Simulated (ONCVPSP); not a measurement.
**Te: excitation energies, all-electron against ONCV**

```json
{
 "Element": "Te",
 "Generator": "ONCVPSP 4.0.1",
 "Type": "optimised norm-conserving Vanderbilt (ONCV)",
 "Functional": "PBE",
 "Relativity": "non-relativistic",
 "Frozen core": "[Kr]",
 "Valence charge": "16",
 "Reference configuration": "4d10 5s2 5p4",
 "Partial waves": "5s: rc 1.60 bohr, ncon 5, nbas 10, qcut 3.3 1/bohr, 2 projectors, debl 2.4 Ha; 5p: rc 1.75 bohr, ncon 3, nbas 8, qcut 4.8 1/bohr, 3 projectors, debl 0.3 Ha; 4d: rc 1.05 bohr, ncon 4, nbas 8, qcut 8.7 1/bohr, local",
 "Local potential": "the d channel",
 "Core correction": "Teter function fitted to the true core (icmod 2), fcfact 0.6"
}
```

Energies are relative to the spin-unpolarised reference configuration 4d10 5s2 5p4; without spin polarisation the order of configurations can differ from experiment.

```json
{"valence configuration": "4d10 5s2 5p3", "charge": "+1", "ΔE all-electron (eV)": "9.775", "error AE − PS (meV)": "-2.5"}
{"valence configuration": "4d10 5s2 5p1", "charge": "+3", "ΔE all-electron (eV)": "54.482", "error AE − PS (meV)": "-8.4"}
{"valence configuration": "4d10 5s1 5p5", "charge": "0", "ΔE all-electron (eV)": "8.011", "error AE − PS (meV)": "-0.8"}
```

Question: What are ΔE and the potential's error for 4d10 5s2 5p2?

Answer: ΔE = 27.683 eV all-electron; the error (AE − PS) is -6.3 meV.

Levels in the configuration 4d10 5s1 5p5:

| level | all-electron (eV) | pseudo (eV) |
| --- | --- | --- |
| 4d | -44.868 | -44.928 |
| 5s | -14.583 | -14.587 |
| 5p | -6.502 | -6.503 |

Note: ghosts flagged at negative energy: s at -123.0 eV, p at -501.1 eV, p at -111.6 eV; GHOST(+) flagged for p at 209.4 eV, s at 318.4 eV. A true bound ghost makes a file unfit for plane-wave use.
